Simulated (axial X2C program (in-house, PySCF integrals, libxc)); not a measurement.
Excited states of SbAs by EOM-EE-CCSD

Computed with an in-house all-electron X2C program for linear molecules (integrals from PySCF): two-component X2C with atomic mean-field Coulomb and Gaunt terms, Gaussian nuclei, basis Sb dyall-acv3z, As dyall-acv3z with contracted cores.

R = 2.283 Å (near the PBE0 minimum at charge 0 of the determinant lowest at the starting distance; the state shown can have its own minimum elsewhere).

Vertical excitation energies from the closed-shell determinant state of SbAs:

```json
{"Ω": "1", "excitation (eV)": "1.732", "cm⁻¹": "13966", "hole of the leading pair": "51% As pπ, 37% Sb pπ", "particle of the leading pair": "38% As pπ, 32% Sb pπ, 12% Sb dπ", "weight of the pair (for Ω = 0 its time-reversed partner can hold as much again)": "0.66", "singles weight": "0.96"}
{"Ω": "0⁻", "excitation (eV)": "1.789", "cm⁻¹": "14426", "hole of the leading pair": "45% Sb pπ, 42% As pπ", "particle of the leading pair": "38% As pπ, 32% Sb pπ, 12% Sb dπ", "weight of the pair (for Ω = 0 its time-reversed partner can hold as much again)": "0.25", "singles weight": "0.96"}
{"Ω": "2", "excitation (eV)": "2.375", "cm⁻¹": "19159", "hole of the leading pair": "51% As pπ, 37% Sb pπ", "particle of the leading pair": "38% As pπ, 31% Sb pπ, 13% Sb dπ", "weight of the pair (for Ω = 0 its time-reversed partner can hold as much again)": "0.71", "singles weight": "0.96"}
{"Ω": "1", "excitation (eV)": "2.422", "cm⁻¹": "19538", "hole of the leading pair": "44% Sb pπ, 42% As pπ", "particle of the leading pair": "38% As pπ, 32% Sb pπ, 13% Sb dπ", "weight of the pair (for Ω = 0 its time-reversed partner can hold as much again)": "0.95", "singles weight": "0.96"}
{"Ω": "3", "excitation (eV)": "2.470", "cm⁻¹": "19924", "hole of the leading pair": "51% As pπ, 37% Sb pπ", "particle of the leading pair": "41% Sb pπ, 28% As pπ, 12% As dπ", "weight of the pair (for Ω = 0 its time-reversed partner can hold as much again)": "0.95", "singles weight": "0.96"}
```

This point took 22 s on 1 thread of Arm Neoverse V2, with other jobs on the host.

Reference electrons by ω block (each with its −ω partner): 1/2: 27, 3/2: 12, 5/2: 3. 10 electrons of SbAs correlated (inner shells frozen), 88 natural virtual spinors (a truncated set); levels can be off by some tenths of an eV. Roots sought by Ω: (0: 5, 1: 4, 2: 3, 3: 1); rows need 60 % singles weight and stop where some Ω has no more roots. Missing are any skipped roots, higher Ω and states of a further excitation; these come out far too high here and may in truth be low or lowest. T1 of the reference 0.025 (Lee–Taylor). Number of frozen shells: Sb 4 s, 3 p, 2 d; As 3 s, 2 p, 1 d.
